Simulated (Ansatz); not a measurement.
Ansatz (a quantum-chemistry and plane-wave program) input (B3LYP-D3(BJ)/def2-TZVP):

Ansatz 0.2 input:
```yaml
crystal:
  periodic: [false, false, false]
  atoms:
    - {symbol: Te, position_ang: [-0.00000000, -0.00000000, -0.57649326]}
    - {symbol: Cl, position_ang: [0.00000000, 0.00000000, 1.76339116]}
basis:
  gaussian:
    orbitals: def2-TZVP
hamiltonian:
  xc: b3lyp
  dispersion: d3bj
magnetization: {spin_polarized: true, initial_magnetization: 1}
phonons: {temperatures: {t_min: 298.15, t_max: 298.15, t_step: 100}}
```

Output:

```
Functional definition: B3LYP
integrals: 0.02 GiB planned
686 factors; their error is unknown
mean field: 0.32 GiB planned
mean field evaluation 1: about -19818.6628 eV, gradient 8.3e0 eV
mean field evaluation 2: about -19817.9743 eV, gradient 1.4e1 eV
mean field evaluation 4: about -19819.0217 eV, gradient 5.2e-1 eV
mean field evaluation 8: about -19819.1556 eV, gradient 3.2e-2 eV
mean field evaluation 16: about -19819.1556 eV, gradient 9.4e-6 eV
mean field -19819.15557938 eV, -728.3405336360 hartree, gradient 9.4e-6 eV, S^2 0.752575; 2 other end points of the search recorded, 0 dependent functions left out
the calculation of the forces begins
reference -19819.15576612 eV, -728.3405404986 hartree; 21, 20 occupied and 66, 67 virtual orbitals, 686 factors
these checks for a lower state are left out or cut short: stability, starts, cluster_reference, orbital_swaps, neighbouring_geometries, increment
integrals: 0.02 GiB planned
686 factors; their error is unknown
mean field: 0.32 GiB planned
mean field evaluation 32: about -19819.1554 eV, gradient 3.0e-1 eV
mean field -19819.15557938 eV, -728.3405336362 hartree, gradient 1.3e-6 eV, S^2 0.752575; 0 other end points of the search recorded, 0 dependent functions left out
the calculation of the forces begins
reference -19819.15576613 eV, -728.3405404988 hartree; 21, 20 occupied and 66, 67 virtual orbitals, 686 factors
these checks for a lower state are left out or cut short: stability, starts, cluster_reference, orbital_swaps, neighbouring_geometries, increment
integrals: 0.02 GiB planned
686 factors; their error is unknown
mean field: 0.32 GiB planned
mean field -19819.15557938 eV, -728.3405336362 hartree, gradient 1.3e-6 eV, S^2 0.752575; 0 other end points of the search recorded, 0 dependent functions left out
the calculation of the forces begins
reference -19819.15576613 eV, -728.3405404988 hartree; 21, 20 occupied and 66, 67 virtual orbitals, 686 factors
these checks for a lower state are left out or cut short: stability, starts, cluster_reference, orbital_swaps, neighbouring_geometries, increment
integrals: 0.02 GiB planned
686 factors; their error is unknown
mean field: 0.32 GiB planned
mean field -19819.15557938 eV, -728.3405336362 hartree, gradient 1.3e-6 eV, S^2 0.752575; 0 other end points of the search recorded, 0 dependent functions left out
the calculation of the forces begins
reference -19819.15576613 eV, -728.3405404988 hartree; 21, 20 occupied and 66, 67 virtual orbitals, 686 factors
these checks for a lower state are left out or cut short: stability, starts, cluster_reference, orbital_swaps, neighbouring_geometries, increment
integrals: 0.02 GiB planned
686 factors; their error is unknown
mean field: 0.32 GiB planned
mean field -19819.15557938 eV, -728.3405336362 hartree, gradient 1.3e-6 eV, S^2 0.752575; 0 other end points of the search recorded, 0 dependent functions left out
the calculation of the forces begins
reference -19819.15576613 eV, -728.3405404988 hartree; 21, 20 occupied and 66, 67 virtual orbitals, 686 factors
these checks for a lower state are left out or cut short: stability, starts, cluster_reference, orbital_swaps, neighbouring_geometries, increment
integrals: 0.02 GiB planned
686 factors; their error is unknown
mean field: 0.32 GiB planned
mean field evaluation 64: about -19819.1553 eV, gradient 3.0e-1 eV
mean field -19819.15552249 eV, -728.3405315454 hartree, gradient 1.3e-6 eV, S^2 0.752574; 0 other end points of the search recorded, 0 dependent functions left out
the calculation of the forces begins
reference -19819.15570922 eV, -728.3405384076 hartree; 21, 20 occupied and 66, 67 virtual orbitals, 686 factors
these checks for a lower state are left out or cut short: stability, starts, cluster_reference, orbital_swaps, neighbouring_geometries, increment
integrals: 0.02 GiB planned
686 factors; their error is unknown
mean field: 0.32 GiB planned
mean field -19819.15554718 eV, -728.3405324526 hartree, gradient 1.3e-6 eV, S^2 0.752577; 0 other end points of the search recorded, 0 dependent functions left out
the calculation of the forces begins
reference -19819.15573393 eV, -728.3405393157 hartree; 21, 20 occupied and 66, 67 virtual orbitals, 686 factors
these checks for a lower state are left out or cut short: stability, starts, cluster_reference, orbital_swaps, neighbouring_geometries, increment
integrals: 0.02 GiB planned
686 factors; their error is unknown
mean field: 0.32 GiB planned
mean field -19819.15557938 eV, -728.3405336362 hartree, gradient 1.3e-6 eV, S^2 0.752575; 0 other end points of the search recorded, 0 dependent functions left out
the calculation of the forces begins
reference -19819.15576613 eV, -728.3405404988 hartree; 21, 20 occupied and 66, 67 virtual orbitals, 686 factors
these checks for a lower state are left out or cut short: stability, starts, cluster_reference, orbital_swaps, neighbouring_geometries, increment
integrals: 0.02 GiB planned
686 factors; their error is unknown
mean field: 0.32 GiB planned
mean field -19819.15557938 eV, -728.3405336362 hartree, gradient 1.3e-6 eV, S^2 0.752575; 0 other end points of the search recorded, 0 dependent functions left out
the calculation of the forces begins
reference -19819.15576613 eV, -728.3405404988 hartree; 21, 20 occupied and 66, 67 virtual orbitals, 686 factors
these checks for a lower state are left out or cut short: stability, starts, cluster_reference, orbital_swaps, neighbouring_geometries, increment
integrals: 0.02 GiB planned
686 factors; their error is unknown
mean field: 0.32 GiB planned
mean field evaluation 96: about -19819.1554 eV, gradient 3.0e-1 eV
mean field -19819.15557938 eV, -728.3405336362 hartree, gradient 1.3e-6 eV, S^2 0.752575; 0 other end points of the search recorded, 0 dependent functions left out
the calculation of the forces begins
reference -19819.15576613 eV, -728.3405404988 hartree; 21, 20 occupied and 66, 67 virtual orbitals, 686 factors
these checks for a lower state are left out or cut short: stability, starts, cluster_reference, orbital_swaps, neighbouring_geometries, increment
integrals: 0.02 GiB planned
686 factors; their error is unknown
mean field: 0.32 GiB planned
mean field -19819.15557938 eV, -728.3405336362 hartree, gradient 1.3e-6 eV, S^2 0.752575; 0 other end points of the search recorded, 0 dependent functions left out
the calculation of the forces begins
reference -19819.15576613 eV, -728.3405404988 hartree; 21, 20 occupied and 66, 67 virtual orbitals, 686 factors
these checks for a lower state are left out or cut short: stability, starts, cluster_reference, orbital_swaps, neighbouring_geometries, increment
integrals: 0.02 GiB planned
686 factors; their error is unknown
mean field: 0.32 GiB planned
mean field -19819.15554718 eV, -728.3405324526 hartree, gradient 1.3e-6 eV, S^2 0.752577; 0 other end points of the search recorded, 0 dependent functions left out
the calculation of the forces begins
reference -19819.15573393 eV, -728.3405393157 hartree; 21, 20 occupied and 66, 67 virtual orbitals, 686 factors
these checks for a lower state are left out or cut short: stability, starts, cluster_reference, orbital_swaps, neighbouring_geometries, increment
integrals: 0.02 GiB planned
686 factors; their error is unknown
mean field: 0.32 GiB planned
mean field -19819.15552249 eV, -728.3405315454 hartree, gradient 1.3e-6 eV, S^2 0.752574; 0 other end points of the search recorded, 0 dependent functions left out
the calculation of the forces begins
reference -19819.15570922 eV, -728.3405384076 hartree; 21, 20 occupied and 66, 67 virtual orbitals, 686 factors
Total energy: -19819.23971695 eV, -728.3436256346 hartree
Atom 0 at    -0.000000    -0.000000    -0.576493 Å, force     0.000000     0.000000    -0.000009 eV/Å
Atom 1 at     0.000000     0.000000     1.763391 Å, force     0.000000    -0.000000     0.000009 eV/Å
Dipole moment:    -0.000000    -0.000000    -0.317340 e Å
Vibrations: 373.94 cm⁻¹, zero-point energy 0.023182 eV
```
